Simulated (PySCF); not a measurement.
Vertical excitations of a molecule C2H9NOSi from TDA-PBE/def2-SVPD (PySCF 2.14.0), as energy in eV (oscillator strength): 5.92 (0.050), 6.27 (0.003), 6.43 (0.001), 6.72 (0.008), 6.86 (0.014), 6.94 (0.005), 7.08 (0.008), 7.13 (0.027), 7.30 (0.045), 7.53 (0.007). Lowest triplet (TDA): 5.64 eV. Geometry: B3LYP-D3(BJ)/def2-SVP. The values are those of a single conformer.

Q: Identify the compound among the candidates.
(A) COC[SiH2]N
(B) CNC[SiH2]O
(C) CO[SiH](C)N
(D) C[Si](C)(N)O

A: C, CO[SiH](C)N
